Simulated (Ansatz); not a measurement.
Cartesian coordinates in Å:
```
Br -0.812 -0.102 1.980
Sn -0.196 0.391 -0.385
H -0.473 -1.075 -1.246
H 1.481 0.786 -0.349
```

Total charge 0; spin multiplicity 2. Sn takes the def2 core potential.

Problem. List the PBE/def2-TZVPP orbital energies in eV (the Gaussian-basis code of Ansatz). (Best estimate.)

Solution. Computed: α occupied: -13088.75, -1681.87, -1516.25, -1516.19, -1516.17, -228.65, -170.82, -170.64, -170.60, -133.84, -89.84, -89.76, -89.66, -67.48, -67.44, -67.41, -67.28, -67.28, -26.29, -26.22, -26.18, -26.12, -26.08, -18.93, -12.87, -8.72, -8.59, -7.45, -7.00, -5.51. α empty: -1.88, -0.57, -0.08, 1.71, 1.84, 2.10, 2.76, 3.51. β occupied: -13088.74, -1681.87, -1516.24, -1516.18, -1516.17, -228.64, -170.80, -170.62, -170.59, -133.80, -89.79, -89.70, -89.65, -67.47, -67.42, -67.40, -67.26, -67.26, -26.21, -26.10, -26.10, -26.03, -25.99, -18.83, -12.51, -8.42, -8.41, -7.27, -6.92. β empty: -4.52, -1.60, -0.26, 0.42, 1.89, 2.16, 2.42, 3.23. ⟨S²⟩ = 0.752.
